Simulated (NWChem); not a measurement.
Program: NWChem. System: H$_{3}$ClSi, charge 0, spin multiplicity 1, at a geometry optimised with B3LYP/def2-SVP. The structure started from a generated list of species. Level: constrained PBE/def2-SVP.

The NWChem input:

```
start mol
memory heap 200 mb stack 900 mb global 1100 mb
geometry units angstroms nocenter noautoz noautosym
  Si     0.996521     0.027906     0.000000
  Cl    -1.081792    -0.030294     0.000000
  H      1.460043     0.744376     1.217998
  H      1.460043     0.744376    -1.217998
  H      1.519090    -1.364432     0.000000
end
basis spherical
  * library def2-svp
end
dft
  xc xpbe96 cpbe96
  semidirect memsize 60000000 filesize 0
  iterations 100
  convergence nolevelshifting
  cdft 2 2 charge -0.3 pop becke
end
task dft energy
```

NWChem printed:

```
             Northwest Computational Chemistry Package (NWChem) 7.3.0
             --------------------------------------------------------

                                NWChem Input Module
                                -------------------

 Scaling coordinates for geometry "geometry" by  1.889725989
 (inverse scale =  0.529177249)

                             Geometry "geometry" -> ""
                             -------------------------

 Output coordinates in angstroms (scale by  1.889725989 to convert to a.u.)

  No.       Tag          Charge          X              Y              Z
 ---- ---------------- ---------- -------------- -------------- --------------
    1 Si                  14.0000     0.99652100     0.02790600     0.00000000
    2 Cl                  17.0000    -1.08179200    -0.03029400     0.00000000
    3 H                    1.0000     1.46004300     0.74437600     1.21799800
    4 H                    1.0000     1.46004300     0.74437600    -1.21799800
    5 H                    1.0000     1.51909000    -1.36443200     0.00000000

 Effective nuclear repulsion energy (a.u.)      85.4045721171

            Nuclear Dipole moment (a.u.)
            ----------------------------
        X                 Y               Z
 ---------------- ---------------- ----------------
     0.0000113384     0.0000113384     0.0000000000


 Summary of "ao basis" -> "" (spherical)
 ------------------------------------------------------------------------------
       Tag                 Description            Shells   Functions and Types
 ---------------- ------------------------------  ------  ---------------------
 *                          def2-svp                  on all atoms

  pbe96 is a nonlocal functional; adding pw91lda local functional.

                                 NWChem DFT Module
                                 -----------------

 Summary of "ao basis" -> "ao basis" (spherical)
 ------------------------------------------------------------------------------
       Tag                 Description            Shells   Functions and Types
 ---------------- ------------------------------  ------  ---------------------
 Si                         def2-svp                 8       18   4s3p1d
 Cl                         def2-svp                 8       18   4s3p1d
 H                          def2-svp                 3        5   2s1p

 Summary of "ao basis" -> "ao basis" (spherical)
 ------------------------------------------------------------------------------
       Tag                 Description            Shells   Functions and Types
 ---------------- ------------------------------  ------  ---------------------
 Si                         def2-svp                 8       18   4s3p1d
 Cl                         def2-svp                 8       18   4s3p1d
 H                          def2-svp                 3        5   2s1p

            General Information
            -------------------
          SCF calculation type: DFT
          Wavefunction type:  closed shell.
          No. of atoms     :     5
          No. of electrons :    34
           Alpha electrons :    17
            Beta electrons :    17
          Charge           :     0
          Spin multiplicity:     1
          Use of symmetry is: off; symmetry adaption is: off
          Maximum number of iterations: 100
          AO basis - number of functions:    51
                     number of shells:    25
          Convergence on energy requested:  1.00D-06
          Convergence on density requested:  1.00D-05
          Convergence on gradient requested:  5.00D-04

              XC Information
              --------------
          PerdewBurkeErnzerhof Exchange Functional  1.000
            Perdew 1991 LDA Correlation Functional  1.000 local
           PerdewBurkeErnz. Correlation Functional  1.000 non-local

             Grid Information
             ----------------
          Grid used for XC integration:  medium
          Radial quadrature: Mura-Knowles
          Angular quadrature: Lebedev.
          Tag              B.-S. Rad. Rad. Pts. Rad. Cut. Ang. Pts.
          ---              ---------- --------- --------- ---------
          Si                  1.10       88           7.0       590
          Cl                  1.00       88           9.0       590
          H                   0.35       45           8.0       434
          Grid pruning is: on
          Number of quadrature shells:   311
          Spatial weights used:  Erf1

          Convergence Information
          -----------------------
          Convergence aids based upon iterative change in
          total energy or number of iterations.
          Levelshifting, if invoked, occurs when the
          HOMO/LUMO gap drops below (HL_TOL):  1.00D-02
          DIIS, if invoked, will attempt to extrapolate
          using up to (NFOCK): 10 stored Fock matrices.

                    Damping( 0%)  Levelshifting(0.0)       DIIS
                  --------------- ------------------- ---------------
          dE  on:    start             N/A                start
          dE off:    2 iters           N/A              100 iters

      Screening Tolerance Information
      -------------------------------
          Density screening/tol_rho:  1.00D-10
          AO Gaussian exp screening on grid/accAOfunc:  14
          CD Gaussian exp screening on grid/accCDfunc:  20
          XC Gaussian exp screening on grid/accXCfunc:  20
          Schwarz screening/accCoul:  1.00D-08

      Superposition of Atomic Density Guess
      -------------------------------------

 Sum of atomic energies:        -749.55990056

      Non-variational initial energy
      ------------------------------

 Total energy =    -749.956099
 1-e energy   =   -1206.866699
 2-e energy   =     371.506028
 HOMO         =      -0.386752
 LUMO         =       0.061446

------------------------------------------------------------
EAF file 0: "./mol.aoints.0" size=524288 bytes
------------------------------------------------------------
               write      read    awrite     aread      wait
               -----      ----    ------     -----      ----
     calls:        1         0         0         0         0
   data(b): 5.24e+05  0.00e+00  0.00e+00  0.00e+00
   time(s): 0.00e+00  0.00e+00  0.00e+00  0.00e+00  0.00e+00
rate(mb/s): 0.00e+00  0.00e+00
------------------------------------------------------------

   convergence    iter        energy       DeltaE   RMS-Dens  Diis-err    time
 ---------------- ----- ----------------- --------- --------- ---------  ------
 d= 0,ls=0.0,diis     1   -750.9085643948 -8.36D+02  1.17D-02  2.83D-01     0.8
 CDFT multipliers:
      1       -0.1968907090
      iter =    7
 d= 0,ls=0.0,diis     2   -750.9142802927 -5.72D-03  6.49D-03  4.85D-02     1.1
 CDFT multipliers:
      1       -0.1815598576
      iter =    6
 d= 0,ls=0.0,diis     3   -750.9199411143 -5.66D-03  2.20D-03  1.64D-02     1.3
 CDFT multipliers:
      1       -0.1879782717
      iter =    6
 d= 0,ls=0.0,diis     4   -750.9224705869 -2.53D-03  1.37D-04  2.45D-05     1.6
 CDFT multipliers:
      1       -0.1890461816
      iter =    5
 d= 0,ls=0.0,diis     5   -750.9224751677 -4.58D-06  3.37D-05  3.59D-06     1.8
 CDFT multipliers:
      1       -0.1890472158
      iter =    2
 d= 0,ls=0.0,diis     6   -750.9224757014 -5.34D-07  3.95D-06  3.38D-08     2.1
  CDFT final multipliers
      1       -0.1890077712

         Total DFT energy =     -750.922475691560
      One electron energy =    -1208.558935297544
           Coulomb energy =      422.181537542924
    Exchange-Corr. energy =      -49.949650054055
 Nuclear repulsion energy =       85.404572117116

 Numeric. integr. density =       33.999991643172

     Total iterative time =      2.1s

                       DFT Final Molecular Orbital Analysis
                       ------------------------------------

 Vector   15  Occ=2.000000D+00  E=-4.313595D-01
              MO Center= -8.0D-01,  6.7D-03,  1.0D-04, r^2= 1.7D+00
   Bfn.  Coefficient  Atom+Function         Bfn.  Coefficient  Atom+Function
  ----- ------------  ---------------      ----- ------------  ---------------
    31      0.604020  2 Cl pz                28      0.434364  2 Cl pz
    25      0.257364  2 Cl pz                13      0.126080  1 Si pz
    10      0.118147  1 Si pz                37      0.080602  3 H  s
    42     -0.080434  4 H  s                  7     -0.071429  1 Si pz
    35     -0.032346  2 Cl d  1              17      0.030275  1 Si d  1

 Vector   16  Occ=2.000000D+00  E=-3.415738D-01
              MO Center=  1.1D+00, -4.0D-01, -5.3D-03, r^2= 2.6D+00
   Bfn.  Coefficient  Atom+Function         Bfn.  Coefficient  Atom+Function
  ----- ------------  ---------------      ----- ------------  ---------------
    47      0.371774  5 H  s                  9     -0.299760  1 Si py
    30      0.255202  2 Cl py                12     -0.193175  1 Si py
    42     -0.187854  4 H  s                 48      0.188570  5 H  s
    37     -0.183921  3 H  s                 27      0.171655  2 Cl py
     6      0.164194  1 Si py                24      0.099807  2 Cl py

 Vector   17  Occ=2.000000D+00  E=-3.415732D-01
              MO Center=  1.1D+00,  4.6D-01,  5.3D-03, r^2= 2.6D+00
   Bfn.  Coefficient  Atom+Function         Bfn.  Coefficient  Atom+Function
  ----- ------------  ---------------      ----- ------------  ---------------
    37      0.323102  3 H  s                 42     -0.320830  4 H  s
    10      0.299878  1 Si pz                31     -0.255300  2 Cl pz
    13      0.193254  1 Si pz                28     -0.171720  2 Cl pz
     7     -0.164258  1 Si pz                38      0.163882  3 H  s
    43     -0.162730  4 H  s                 25     -0.099845  2 Cl pz

 Vector   18  Occ=0.000000D+00  E=-7.642679D-02
              MO Center=  7.5D-01,  2.1D-02, -2.7D-08, r^2= 3.2D+00
   Bfn.  Coefficient  Atom+Function         Bfn.  Coefficient  Atom+Function
  ----- ------------  ---------------      ----- ------------  ---------------
    11      0.935799  1 Si px                29      0.565992  2 Cl px
    22      0.455144  2 Cl s                  3     -0.399142  1 Si s
     8      0.364697  1 Si px                21      0.303659  2 Cl s
     4     -0.283058  1 Si s                 26      0.207586  2 Cl px
     2     -0.188732  1 Si s                  5     -0.182697  1 Si px

 Vector   19  Occ=0.000000D+00  E=-6.935026D-03
              MO Center=  9.2D-01, -6.0D-02, -7.8D-05, r^2= 3.6D+00
   Bfn.  Coefficient  Atom+Function         Bfn.  Coefficient  Atom+Function
  ----- ------------  ---------------      ----- ------------  ---------------
    13      1.429292  1 Si pz                38     -1.018897  3 H  s
    43      1.018362  4 H  s                 31     -0.260535  2 Cl pz
    10      0.259043  1 Si pz                37     -0.186611  3 H  s
    42      0.186513  4 H  s                 15     -0.164955  1 Si d -1
     7     -0.140111  1 Si pz                28     -0.117455  2 Cl pz

 Vector   20  Occ=0.000000D+00  E=-6.933596D-03
              MO Center=  9.1D-01,  1.1D-01,  7.8D-05, r^2= 3.6D+00
   Bfn.  Coefficient  Atom+Function         Bfn.  Coefficient  Atom+Function
  ----- ------------  ---------------      ----- ------------  ---------------
    12      1.428744  1 Si py                48      1.176210  5 H  s
    38     -0.587661  3 H  s                 43     -0.588588  4 H  s
    30     -0.260433  2 Cl py                 9      0.258939  1 Si py
    47      0.215418  5 H  s                  6     -0.140055  1 Si py
    16     -0.140195  1 Si d  0              27     -0.117411  2 Cl py

     ---------------------------------------------
      Total Density - Mulliken Population Analysis
     ---------------------------------------------

    Atom       Charge   Shell Charges
 -----------   ------   -------------------------------------------------------
    1 Si  14    13.44   2.00  1.98  1.09  0.16  5.92  1.23  0.88  0.17
    2 Cl  17    17.54   2.00  1.98  1.25  0.74  5.93  2.21  3.41  0.02
    3 H    1     1.01   0.73  0.27  0.01
    4 H    1     1.01   0.73  0.27  0.01
    5 H    1     1.01   0.73  0.27  0.01

     -------------------------------------------
      Total Density - Lowdin Population Analysis
     -------------------------------------------

    Atom       Charge   Shell Charges
 -----------   ------   -------------------------------------------------------
    1 Si  14    13.55   2.00  1.93  0.71  0.36  5.81  1.25  1.18  0.30
    2 Cl  17    17.28   2.00  1.96  1.05  0.81  5.82  2.34  3.28  0.02
    3 H    1     1.06   0.63  0.40  0.03
    4 H    1     1.06   0.63  0.40  0.03
    5 H    1     1.06   0.63  0.40  0.03

 center of mass
 --------------
 x =  -0.15684907 y =  -0.00439220 z =   0.00000000

 moments of inertia (a.u.)
 ------------------
          21.558096808750          -7.188591116313           0.000000000000
          -7.188591116313         278.057443133818           0.000000000000
           0.000000000000           0.000000000000         278.258751755036

     Multipole analysis of the density
     ---------------------------------

     L   x y z        total         alpha         beta         nuclear
     -   - - -        -----         -----         ----         -------
     0   0 0 0     -0.000000    -17.000000    -17.000000     34.000000

     1   1 0 0      1.410938      0.705463      0.705463      0.000011
     1   0 1 0      0.039512      0.019750      0.019750      0.000011
     1   0 0 1      0.000000      0.000000      0.000000      0.000000

     2   2 0 0    -20.139021    -82.148765    -82.148765    144.158509
     2   1 1 0     -0.000795     -1.870551     -1.870551      3.740306
     2   1 0 1      0.000000      0.000000      0.000000      0.000000
     2   0 2 0    -20.110648    -15.405438    -15.405438     10.700229
     2   0 1 1      0.000000      0.000000      0.000000      0.000000
     2   0 0 2    -20.110626    -15.353055    -15.353055     10.595484

 Task  times  cpu:        2.3s     wall:        2.3s

 Total times  cpu:        2.4s     wall:        2.4s
```
